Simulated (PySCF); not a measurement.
Stepwise substitution at one centre (B Br-OH). Gas-phase values, no solvent. One relaxed conformer stands for each flexible species; it need not be the lowest. Strings in code marks are SMILES.

Quantity: vertical ionisation energy (energy after one electron is removed minus that of the parent at the parent's geometry), in eV.

Case: `OB(O)Br` (H–O–B–Br torsion -180°, Br–B–O–H torsion 180°). Geometry of `OB(O)Br` (neutral, multiplicity 1, Å):

```xyz
6

O     -0.7424    -0.9783    -0.0370
B      0.3572    -0.1872    -0.0068
O      0.3833     1.1665     0.0442
Br     2.0616    -1.0805    -0.0410
H     -1.5850    -0.5180    -0.0197
H     -0.4747     1.5974     0.0603
```

### Question
Estimate the vertical ionisation energy (energy after one electron is removed minus that of the parent at the parent's geometry) that minus the HOMO energy of PBE-D3(BJ)/def2-TZVP // PBE0-D3(BJ)/def2-TZVP (PySCF) returns for this input.

### Answer
6.83 eV.
